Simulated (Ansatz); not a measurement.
Relaxation of the cluster Cr₃⁺ with UKS r2SCAN-D4/def2-TZVP.

```sh
$ ansatz run in.yaml --threads 4 --pin off --events-out ev --progress --plain --max-ram 3916MiB
```

```yaml
crystal:
  periodic: [false, false, false]
  atoms:
    - {symbol: Cr, position_ang: [1.129592, 1.263736, -0.178670]}
    - {symbol: Cr, position_ang: [-1.055188, -0.789312, -1.080967]}
    - {symbol: Cr, position_ang: [-0.074405, -0.474424, 1.259638]}
basis:
  gaussian: {orbitals: def2-TZVP}
total_charge: 1
magnetization: {spin_polarized: true, initial_magnetization: 5}
hamiltonian: {xc: r2scan, dispersion: d4}
scf: {lower_state_search: "off"}
output: {orbitals: {seedname: orbitals}}
relax: {f_tol: 0.02, max_steps: 100}
```

Run time 24 s (4 threads of Arm Neoverse V1 on a shared host).

Positions (Å) and forces (eV/Å) at steps 1, 2, 3, 4, 5 of 5:

```xyz
3
step=1 energy=-85255.9147 eV
Cr    1.130    1.264   -0.179   -0.278   -0.220   -0.244
Cr   -1.055   -0.789   -1.081    0.293    0.316   -0.009
Cr   -0.074   -0.474    1.260   -0.015   -0.095    0.253
3
step=2 energy=-85255.9928 eV
Cr    1.001    1.158   -0.281    0.234    0.245    0.015
Cr   -0.921   -0.648   -1.074   -0.224   -0.185   -0.174
Cr   -0.080   -0.510    1.355   -0.009   -0.060    0.159
3
step=3 energy=-85255.9162 eV rejected
Cr    1.131    1.287   -0.248   -0.385   -0.400   -0.039
Cr   -1.049   -0.761   -1.149    0.371    0.311    0.274
Cr   -0.083   -0.526    1.397    0.014    0.089   -0.235
3
step=4 energy=-85256.0067 eV
Cr    1.049    1.207   -0.270   -0.087   -0.087   -0.020
Cr   -0.968   -0.689   -1.104    0.085    0.075    0.051
Cr   -0.081   -0.518    1.374    0.002    0.012   -0.031
3
step=5 energy=-85256.0095 eV
Cr    1.036    1.194   -0.276   -0.013   -0.012   -0.006
Cr   -0.955   -0.677   -1.098    0.013    0.013    0.005
Cr   -0.081   -0.517    1.373    0.000    0.000    0.001
```

The relaxed charge 1 sextet is spin-contaminated (final ⟨S²⟩ up to 13.55, 8.75 for a pure state). The relaxation made no stability test and no search for a lower SCF solution. The structure comes from a short search, and lower isomers may exist.
